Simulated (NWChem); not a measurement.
Species: C4H12Si; SMILES [Si](C)(C)(C)C

Computed with NWChem. The geometry was optimised at PBE0/def2-SVP.

Question: Predict the results for BLYP/def2-TZVPD. Quantities: highest occupied level (eV); orbital gap (eV).

Answer: 
```yaml
highest occupied level (eV): -6.91
orbital gap (eV): 6.47
```
